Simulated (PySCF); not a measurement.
C3H7BO3, SMILES C1C[C@H](B(O)O1)O. Atoms are numbered in the order given.

```xyz
14

O      2.1454     0.0486     0.0336
B      0.8238    -0.2236    -0.0932
O      0.3049    -1.4846    -0.0224
C     -1.1261    -1.4226    -0.1695
C     -1.5277     0.0239     0.1516
C     -0.3214     0.8521    -0.3227
O     -0.2195     2.0792     0.3813
H      2.6794    -0.7415     0.1942
H     -1.5839    -2.1655     0.5007
H     -1.3851    -1.6977    -1.2074
H     -1.6168     0.1630     1.2418
H     -2.4892     0.3072    -0.3040
H     -0.4263     1.0373    -1.4173
H      0.7077     2.3490     0.3622
```
Charge 0, spin multiplicity 1.

Coordinates come from a B3LYP-D3(BJ)/def2-SVP optimisation. The structure was generated by enumeration; whether it is a known compound was not checked. One conformer was computed; it need not be the lowest.

All values below come from PBE0/pcSseg-1 (PySCF).

GIAO shieldings, no solvent; atoms listed in one row are averaged. δ = σ(ref) − σ: ¹⁷O against H2O (σ = 334.2 ppm); ¹¹B against BF3 (σ = 88.8 ppm); ¹³C against TMS (σ = 186.3 ppm); ¹H against TMS (σ = 31.56 ppm), references at their B3LYP-D3(BJ)/def2-TZVP geometries, non-relativistic.

Estimate the chemical shifts. (An estimate is asked for; the answer gives what the named calculation found.)


```json
[
 {"nucleus": "¹⁷O", "atoms": "O3", "count": "1", "δ (ppm)": "153.3"},
 {"nucleus": "¹⁷O", "atoms": "O1", "count": "1", "δ (ppm)": "102.5"},
 {"nucleus": "¹⁷O", "atoms": "O7", "count": "1", "δ (ppm)": "19.4"},
 {"nucleus": "¹¹B", "atoms": "B2", "count": "1", "δ (ppm)": "20.7"},
 {"nucleus": "¹³C", "atoms": "C4", "count": "1", "δ (ppm)": "70.6"},
 {"nucleus": "¹³C", "atoms": "C6", "count": "1", "δ (ppm)": "64.4"},
 {"nucleus": "¹³C", "atoms": "C5", "count": "1", "δ (ppm)": "41.3"},
 {"nucleus": "¹H", "atoms": "H9", "count": "1", "δ (ppm)": "4.37"},
 {"nucleus": "¹H", "atoms": "H8", "count": "1", "δ (ppm)": "4.36"},
 {"nucleus": "¹H", "atoms": "H10", "count": "1", "δ (ppm)": "4.19"},
 {"nucleus": "¹H", "atoms": "H13", "count": "1", "δ (ppm)": "4.15"},
 {"nucleus": "¹H", "atoms": "H12", "count": "1", "δ (ppm)": "2.57"},
 {"nucleus": "¹H", "atoms": "H11", "count": "1", "δ (ppm)": "2.40"},
 {"nucleus": "¹H", "atoms": "H14", "count": "1", "δ (ppm)": "0.85"}
]
```
